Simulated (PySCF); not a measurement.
Ionisation energy of Nd²⁺ by level of theory

Nd²⁺ [Xe] 4f4 (high-spin determinant) → Nd³⁺ [Xe] 4f3 (high-spin determinant), as a difference of total energies. Calculation: PySCF 2.14, in ANO-RCC-VTZP (8s7p5d3f2g1h, 104 functions); scalar relativity by spin-free X2C-1e. Correlated levels: valence: [Kr] 4d10 frozen; valence and next inner shell: [Ar] 3d10 frozen. The calculations carry no spin-orbit coupling.

| method | ionisation energy (eV) |
| --- | --- |
| UHF | 19.928 |
| LDA | 23.627 |
| PBE | 23.295 |
| PBE0 | 22.734 |
| r2SCAN | 23.023 |
| MP2 (valence) | 21.679 |
| SCS-MP2 (valence) | 21.115 |
| MP2 (valence and next inner shell) | 21.947 |
| SCS-MP2 (valence and next inner shell) | 21.379 |

Task: How much does correlation contribute at MP2 (valence and next inner shell)?

Result: 21.947 − (19.928) = 2.019 eV, measured against UHF.

A first-order spin-orbit estimate (lowest level to lowest level, LS coupling) adds -0.043 eV.

Errors of the correlated levels include the incompleteness of this basis and the frozen core.

The determinant of Nd³⁺ and of Nd²⁺ mixes LS terms, which raises its energy above the lowest term, most at the Hartree-Fock and MP2 levels.

For comparison: 22.09 ± 0.04 eV (semi-empirical (NIST evaluation); NIST Atomic Spectra Database, ionization energies).
